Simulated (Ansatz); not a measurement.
Reactions of BClH₄OSSi (`OB(S)[SiH2]Cl`).

Gas-phase electronic energies from Ansatz, PBE0-D4/def2-TZVP geometries. CBS: MP2 limit from def2 TZ/QZ plus the TZ coupled-cluster correction, frozen cores. This one scheme is used for every species. Elements past krypton have def2 core potentials. For Ga, Sb outer-core shells are correlated without core-valence functions, which leaves a few kJ/mol of doubt a bond. Scalar relativity is left out up to krypton. Each species was taken in one conformer, which may not be the lowest.

Task: Order these by ΔE at CCSD(T)/CBS, lowest first. (An estimate is asked.)
A. `OB(S)[SiH2]Cl` + HCl → `OB(S)Cl` + `[SiH3]Cl`
B. `OB(S)[SiH2]Cl` + `F[CH2][GaH][SH]` → `OB(S)S` + `F[CH2][GaH][SiH2]Cl`
C. `OB(S)[SiH2]Cl` + `[Cl][SbH2]` → `Cl[SiH2][SbH2]` + `OB(S)Cl`
D. `OB(S)[SiH2]Cl` + SiH₄ → `OB(S)[SiH2][SiH3]` + HCl

Result: A (-1.07 eV), C (-0.81 eV), B (+0.17 eV), D (+0.86 eV).

Largest T1 diagnostic: 0.014, for `OB(S)[SiH2][SiH3]`.
